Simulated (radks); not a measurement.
The silver ion Ag38+, configuration [He] 2s2 2p5. All-electron calculation, scalar-relativistic Kohn-Sham, SCAN, spin-polarised, spherical densities, finite nucleus; open shells are filled with parallel spins first (spin-orbit coupling, left out, can overturn this in heavy ions); meta-GGA in the generalised Kohn-Sham scheme; Fermi nuclear charge, rms radius 4.5454 fm. Program: a radial shooting solver on a logarithmic mesh with Libxc functionals. Some entries of the table are withheld. Estimate them.

| orbital | occ. | eigenvalue (hartree) | r(max) (bohr) |
|---|---|---|---|
| 1s up | 1 | -1027.015 | 0.02015 |
| 1s down | 1 | -1026.578 | 0.02014 |
| 2s up | 1 | (1) | 0.1122 |
| 2s down | 1 | (2) | 0.1123 |
| 2p up | 3 | -211.0285 | 0.08938 |
| 2p down | 2 | -210.2295 | 0.08951 |

Answer. 
(1) 2s up eigenvalue (hartree): -223.7885
(2) 2s down eigenvalue (hartree): -223.1539
